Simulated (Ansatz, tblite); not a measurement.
Isomers of Li₃Si₂ (doublet), found by a short tight-binding search and relaxed with PBE0-D4/def2-TZVP in Ansatz.

The xTB rows come from tblite.

Run but left out: HF/def2-TZVPP, MP2/def2-TZVPP, CCSD/def2-TZVPP, CCSD(T)/def2-TZVPP (A: ⟨S²⟩ 1.45, where a pure state has 0.75).

Other spin states were run for one of them alone.

A:

Cartesian coordinates in Å:
```
Li -1.0154 1.0669 -0.9172
Li 2.0531 1.0795 -0.3413
Li 0.3184 -1.5543 -0.7507
Si 0.2721 0.1908 1.1357
Si -1.6282 -0.7829 0.8734
```

B:

```xyz
5

Li    0.694    1.812   -0.410
Li    0.478    0.064    2.093
Li   -0.947   -1.364   -1.670
Si   -1.131    0.181    0.214
Si    0.906   -0.693   -0.227
```

Question: Estimate which lies lowest at each level, and how far above it the others are (kJ/mol).

Answer: 
| level | A | B |
| --- | --- | --- |
| GFN1-xTB | 0.0 | 23.1 |
| GFN2-xTB | 0.0 | 73.0 |
| LDA (SPW92)/def2-TZVP | 31.4 | 0.0 |
| PBE-D4/def2-TZVP | 25.2 | 0.0 |
| revPBE-D4/def2-TZVP | 24.6 | 0.0 |
| r2SCAN-D4/def2-TZVP | 28.0 | 0.0 |
| PBE0-D4/def2-TZVP | 29.2 | 0.0 |
Point groups (tolerance 0.1 Å): A not assigned, B Cs. Lower isomers may exist.
